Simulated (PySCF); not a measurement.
**First hyperpolarisability: 1,1-dimethylpropyl formate (CCC(C)(C)OC=O, C$_{6}$H$_{12}$O$_{2}$)**

Geometry (Å), atoms numbered from 1 in this order:
```xyz
20

C    -1.933    0.447    0.617
C    -0.669   -0.312    0.985
C     0.285   -0.604   -0.180
C    -0.387   -1.404   -1.284
C     1.539   -1.318    0.308
O     0.655    0.639   -0.851
C     1.302    1.610   -0.223
O     1.666    1.628    0.920
H    -2.602   -0.140   -0.029
H    -2.500    0.713    1.522
H    -1.698    1.383    0.088
H    -0.928   -1.286    1.435
H    -0.108    0.244    1.750
H    -0.783   -2.348   -0.881
H    -1.215   -0.838   -1.732
H     0.335   -1.638   -2.079
H     1.272   -2.322    0.669
H     2.022   -0.765    1.123
H     2.257   -1.433   -0.518
H     1.467    2.443   -0.941
```

Method used: PySCF, quadratic response CAM-B3LYP/aug-cc-pVDZ first hyperpolarisability, Taylor convention, gas phase. Geometry: PBE0-D3(BJ)/def2-SVP.

Problem. What is the first hyperpolarisability, and how does it disperse?

Solution. In au, Taylor convention; the vector part is βᵢ = ⅓ Σⱼ (βᵢⱼⱼ + βⱼᵢⱼ + βⱼⱼᵢ); β∥ is 3/5 of the vector part along the dipole, the dipole points from − to +:
```csv
process,λ (nm),β vector norm,β∥,β HRS,depolarisation ratio
"static β(0;0,0)",∞,76.1,-36.2,31.4,5.07
"second harmonic β(−2ω;ω,ω)",1907,78.7,-37.1,32.4,5.08
"Pockels β(−ω;ω,0)",1907,76.9,-36.5,–,–
"second harmonic β(−2ω;ω,ω)",1064,85.1,-39.1,35.0,5.10
"Pockels β(−ω;ω,0)",1064,78.9,-37.1,–,–
```

Problem. Which lowest excitations, dipole and polarisabilities go with it?

Solution. S1 5.73 eV (f = 0.002); S2 7.43 eV (f = 0.018); S3 7.85 eV (f = 0.014); dipole 2.16 D; isotropic α 81.0 au static, 81.2 au at 1907 nm, 81.5 au at 1064 nm, 81.7 au at 953.5 nm, 83.2 au at 532 nm.
